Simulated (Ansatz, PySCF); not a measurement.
Isomers of H4OSi2. Isolated molecules, 0 K electronic values unless said otherwise. One relaxed conformer stands for each flexible species; it need not be the lowest. Strings in code marks are SMILES.

Quantity: electronic energy of isomers of H4OSi2 relative to `O=[SiH][SiH3]`, in kcal/mol. The restricted reference of `O[SiH]=[SiH2]` is unstable towards unrestricted orbitals.

Level 1: frozen-core MP2/cc-pVQZ // PBE0-D4/def2-TZVP (Ansatz, a quantum-chemistry and plane-wave program)
Level 2: B3LYP/6-311+G** // PBE0-D4/def2-TZVP (PySCF)
Level 3: B3LYP/LANL2DZ // PBE0-D4/def2-TZVP (PySCF)
Level 4: PBE/6-31G* // PBE0-D4/def2-TZVP (PySCF)

| species | level 1 | level 2 | level 3 | level 4 |
|---|---|---|---|---|
| `O[SiH]=[SiH2]` (H–O–Si–Si torsion 29°) | 8.21 | 5.45 | -2.10 | 6.45 |
